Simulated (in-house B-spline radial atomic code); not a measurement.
Ge²⁺. Computed with a B-spline radial atomic code. Model: non-relativistic spherical atom: semilocal Troullier-Martins pseudo-atom, one channel per l, against all electrons, high spin, G0W0 and RPA with empty states to l = 8, local potential for every l without a channel, a model core (radius 0 = none) keeps its share of the functional.

What the tables leave out is listed at the end.

The pseudopotential gives back the lowest level of each angular momentum of its own functional in the configuration it was made in; a second state of the same l is only approximately right. Exact exchange, RPA and GW see the smooth pseudo-orbitals and miss the exchange with the core, for which the functional's share stands in. The column with an uncorrelated core keeps all orbitals and exact exchange, and so separates missing core correlation from pseudisation. Only the three outermost levels and the lowest empty one were computed. RPA here is direct RPA, with no exchange kernel, and its energies carry an (l + 1/2)⁻⁴ tail. A hybrid on a potential with a model core restores only its own semilocal share of the core's exchange.

Command:
```bash
python run_psgw.py task.json out
```
Settings (lengths in bohr, energies in hartree):
```
Z                      32
electrons              30
configuration          [Ar] 3d10 4s2
generated_in           [Ar] 3d10 4s2 4p2
functional             pbe,pbe
core_shells            4
radius_factor          1.3
core_correction        False
ion_configuration      [Ar] 3d10 4s1
```

Run time, properties included: 66 s on 1 thread of Arm Neoverse N1, with other jobs on the host.

Given: made with PBE; model core radius 0 bohr; local radius 0.951 bohr; mean-field start PBE.

Valence shells of the generating configuration: 3p, 3d, 4s, 4p.

Channel: s 2.308, p 0.712, d 1.964 (radii in bohr).

Computed: largest level miss in the spin-unpolarised generating configuration 0.025 eV; valence RPA correlation energy all-electron orbitals -1.3028 hartree; valence RPA correlation energy pseudo -1.2947 hartree; all-electron RPA polarisability, core included 8.7829 bohr³; ionisation by mean-field all-electron 33.871 eV; ionisation by RPA all-electron 34.011 eV; ionisation by RPA pseudo minus all 1.858 eV.

```csv
level,occupied,mean-field all-electron (eV),mean-field pseudo minus all (eV),G0W0 all-electron (eV),G0W0 uncorrelated core minus all (eV),G0W0 pseudo minus all (eV),exchange self-energy all-electron (eV),exchange self-energy pseudo (eV)
4s,1,-28.784,-0.026,-33.991,-0.09,-1.83,-16.597,-18.339
3d,1,-49.984,-0.024,-60.478,0.077,2.221,-62.973,-47.132
4p (empty),0,-19.796,-0.06,-16.1,0.002,0.227,-5.2442,-4.2781
```

(1) What is the pseudo-atom RPA polarisability?

(2) What is the ionisation by mean-field pseudo minus all?

Given: mean-field start PBE0.

Computed: valence RPA correlation energy all-electron orbitals -1.2504 hartree; valence RPA correlation energy pseudo -1.2507 hartree; pseudo-atom RPA polarisability 7.4334 bohr³; ionisation by mean-field pseudo minus all 0.734 eV; ionisation by RPA all-electron 33.836 eV; ionisation by RPA pseudo minus all 1.971 eV.

```
     level  occupied  mean-field all-electron (eV)  mean-field pseudo minus all (eV)  G0W0 all-electron (eV)  G0W0 uncorrelated core minus all (eV)  G0W0 pseudo minus all (eV)  exchange self-energy all-electron (eV)  exchange self-energy pseudo (eV)
        4s         1                       -29.806                            -0.569                 -33.877                                 -0.084                      -1.984                                 -16.381                           -19.072
        3d         1                       -53.867                             1.146                 -61.034                                   0.07                       2.571                                 -63.158                           -47.208
4p (empty)         0                       -18.694                             0.133                 -16.046                                  0.002                       0.329                                 -4.9666                           -4.0562
```

(3) What is the ionisation by mean-field all-electron?

(4) What is the all-electron RPA polarisability, core included?

Given: mean-field start Hartree-Fock.

Computed: valence RPA correlation energy pseudo -1.1408 hartree; all-electron RPA polarisability, core included 6.6628 bohr³; ionisation by mean-field all-electron 31.718 eV; ionisation by mean-field pseudo minus all 2.75 eV; ionisation by RPA all-electron 33.421 eV; ionisation by RPA pseudo minus all 2.165 eV.

```csv
level,occupied,mean-field all-electron (eV),mean-field pseudo minus all (eV),G0W0 all-electron (eV),G0W0 uncorrelated core minus all (eV),G0W0 pseudo minus all (eV),exchange self-energy all-electron (eV),exchange self-energy pseudo (eV)
4s,1,-31.963,-2.899,-33.573,-0.066,-2.107,-15.642,-21.607
3d,1,-64.434,5.051,-62.051,0.081,3.721,-63.561,-47.378
4p (empty),0,-14.955,0.674,-15.931,0.002,0.751,-4.0737,-3.2104
```

(5) What is the valence RPA correlation energy all-electron orbitals?

(6) What is the pseudo-atom RPA polarisability?

## Answers

(1) 8.7338 bohr³.

(2) 0.138 eV.

(3) 33.513 eV.

(4) 8.0152 bohr³.

(5) -1.1234 hartree.

(6) 4.9555 bohr³.

Among the listed levels the largest G0W0 shift of the pseudo-atom is +3.72 eV, for 3d on the Hartree-Fock start, while leaving the core uncorrelated moves that level by +0.08 eV. So pseudisation and the lost core exchange, not the missing core correlation, make the error. Not in the tables (levels of low weight, unsolved or above zero; the highest and the empty levels are kept at any weight): on PBE the G0W0 levels 3p (pseudo minus all +2.73 eV, weights 0.17 and 0.46); on PBE0 the G0W0 levels 3p (pseudo minus all +3.58 eV, weights 0.65 and 0.30); on Hartree-Fock the G0W0 levels 3p (pseudo minus all +4.87 eV, weights 0.09 and 0.07).
